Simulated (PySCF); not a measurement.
**Telling isomers of C5H11OP apart by NMR**

PySCF calculation with GFN2-xTB geometry and GIAO PBE0/pcSseg-1 shieldings; single conformer, no relativistic terms, rapidly exchanging positions averaged, gas phase.

Referencing at the same level of theory: $^{1}$H and $^{13}$C against TMS. Splittings of carbon signals by F and P are missing where no couplings were computed. Where no couplings were computed, multiplicities follow the n + 1 count of equivalent neighbours, and m marks all less simple cases (inequivalent or close neighbours, rings, F or P nearby). Shifts are as computed. Against solution values, carbons near 30 ppm lie about +3 ppm off and those near 130 ppm about +5 ppm. Of 1211 compounds with measured shifts, 218 miss one by over three times the rms of a fit or turn the order of signals round; such compounds aren't used in these exercises.

(1) Tabulate the signals of `C=C[P@H](=O)C(C)C`, `CC[C@H]1C[P@H](=O)C1` and their relative energies.

(2) What is the quickest way to tell C=C[P@H](=O)C(C)C from CC[C@H]1C[P@H](=O)C1?

Answers

(1) 
```json
{"SMILES": "C=C[P@H](=O)C(C)C", "carbon types": "2×CH 1×CH2 2×CH3", "δC": "145.1, 140.2, 33.3, 18.2, 14.1", "δH": "7.23 (m, 1H), 6.85 (m, 1H), 6.74 (m, 1H), 6.12 (m, 1H), 1.40 (m, 3H), 1.24 (m, 1H), 1.16 (m, 3H)", "E rel. (kcal/mol)": "5.5"}
{"SMILES": "CC[C@H]1C[P@H](=O)C1", "carbon types": "1×CH 3×CH2 1×CH3", "δC": "43.7, 36.5, 26.8, 14.6", "δH": "7.72 (m, 1H), 2.68 (m, 2H), 2.15 (m, 2H), 1.77 (m, 1H), 1.25 (m, 2H), 0.96 (t, 3H)", "E rel. (kcal/mol)": "0.0"}
```

Energies are electronic energies at PBE0/pcSseg-1 on these geometries, without zero-point or thermal terms, each for the one conformer computed, which needn't be the lowest.

(2) Count the carbon signals: 5 against 4. The first has a terminal =CH2 carbon at 145.1 ppm, the second an sp3 CH2 bonded to P at 43.7 ppm. In the proton spectra the most deshielded non-exchanging signals are 7.23 (m, 1H) and 7.72 (m, 1H).
